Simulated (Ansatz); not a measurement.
`C[N](C)[Cd][F]` + HBr → `[F][Cd][Br]` + dimethylamine at 600 K and 1 bar (ligand exchange at a Cd–N bond).

Gas-phase electronic energies from Ansatz, PBE0-D4/def2-TZVP geometries. CCSD(T)/CBS adds triple-zeta CCSD(T) − MP2 to the extrapolated MP2 energy (def2 sets, frozen cores). Elements past krypton have def2 core potentials. For Br, Cd outer-core shells are correlated without core-valence functions, which leaves a few kJ/mol of doubt a bond. Scalar relativity is left out up to krypton. One conformer a species, not always the lowest.

```json
{"species": "`C[N](C)[Cd][F]`", "CCSD(T)/CBS energy (Eh)": "-401.91318", "H − E (kJ/mol)": "278.1", "S (J/(mol·K))": "448.4"}
{"species": "HBr", "CCSD(T)/CBS energy (Eh)": "-2573.91920", "H − E (kJ/mol)": "33.5", "S (J/(mol·K))": "219.1"}
{"species": "`[F][Cd][Br]`", "CCSD(T)/CBS energy (Eh)": "-2840.89161", "H − E (kJ/mol)": "38.4", "S (J/(mol·K))": "333.7"}
{"species": "`CNC`", "CCSD(T)/CBS energy (Eh)": "-135.00321", "H − E (kJ/mol)": "284.6", "S (J/(mol·K))": "333.5"}
```

H − E and S are ideal-gas, rigid-rotor, harmonic terms from PBE0-D4/def2-TZVP, for one conformer and one mirror image of each species. 1 Eh = 2625.50 kJ/mol, R = 8.31446 J/(mol·K).

**Question.** By hand: ΔE, ΔH, ΔS and ΔG.

**Answer.** ΔE = (-2840.89161) + (-135.00321) − (-401.91318) − (-2573.91920) = -0.06244 Eh = -163.9 kJ/mol. Δ(H − E) = 38.4 + 284.6 − 278.1 − 33.5 = 11.4, so ΔH = -152.5 kJ/mol. ΔS = 333.7 + 333.5 − 448.4 − 219.1 = -0.3 J/(mol·K). ΔG = -152.5 − 600 × (-0.3)/1000 = -152.3 kJ/mol.

**Question.** By hand: the equilibrium constant, and the temperature at which ΔG would vanish if ΔH and ΔS stayed fixed.

**Answer.** log₁₀ K = −ΔG/(RT ln 10) = 13.3. ΔG = 0 at ΔH/ΔS = 508333 K, far beyond where these terms or the molecules hold.

The number of gas molecules stays the same, so ΔS is small and ΔH decides. A doubt of 5 kJ/mol in ΔE shifts log₁₀ K by 0.4 here. Other conformers and mirror images would add mixing entropy, several J/(mol·K) or more a flexible species. These are equilibria of isolated gas molecules and say nothing of rates. Largest T1 diagnostic: 0.016 (customary marks: 0.02 for closed shells, 0.045 for open ones).
